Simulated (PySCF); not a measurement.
```xyz
22

Ga     0.0700     0.3527    -0.1722
C      0.0211     0.2727    -2.1582
H      0.5375     1.1554    -2.5715
H     -1.0118     0.3025    -2.5423
H      0.5225    -0.6150    -2.5762
C     -0.8364     1.8887     0.7065
H     -1.8975     1.9549     0.4153
H     -0.3602     2.8290     0.3814
H     -0.7782     1.8646     1.8065
C      1.5436    -0.5760     0.7903
H      1.7623    -1.5689     0.3642
H      1.3308    -0.7026     1.8645
H      2.4734     0.0129     0.7172
C     -1.3622    -2.3948    -0.4504
O     -1.4750    -1.1623     0.2237
C     -1.9346    -1.2806     1.5509
H     -2.3428    -2.8986    -0.4901
H     -1.0204    -2.1824    -1.4705
H     -0.6328    -3.0559     0.0497
H     -2.0043    -0.2684     1.9665
H     -1.2361    -1.8797     2.1609
H     -2.9312    -1.7533     1.5684
```

Charge 0, multiplicity 1.

Question: Give the Mulliken and meta-Löwdin atomic charges from PySCF 2.14.0 with M06-2X/def2-TZVP // PBE0-D3(BJ)/def2-SVP.

Answer: 
| atom | Mulliken (e) | meta-Löwdin (e) |
|---|---|---|
| Ga1 | 0.63 | 0.69 |
| C2 | -0.72 | -0.61 |
| H3 | 0.15 | 0.12 |
| H4 | 0.15 | 0.11 |
| H5 | 0.14 | 0.10 |
| C6 | -0.72 | -0.61 |
| H7 | 0.15 | 0.11 |
| H8 | 0.15 | 0.12 |
| H9 | 0.14 | 0.10 |
| C10 | -0.68 | -0.61 |
| H11 | 0.14 | 0.10 |
| H12 | 0.14 | 0.10 |
| H13 | 0.15 | 0.12 |
| C14 | -0.28 | -0.11 |
| O15 | -0.26 | -0.32 |
| C16 | -0.28 | -0.11 |
| H17 | 0.15 | 0.11 |
| H18 | 0.17 | 0.14 |
| H19 | 0.16 | 0.11 |
| H20 | 0.17 | 0.14 |
| H21 | 0.17 | 0.11 |
| H22 | 0.15 | 0.11 |
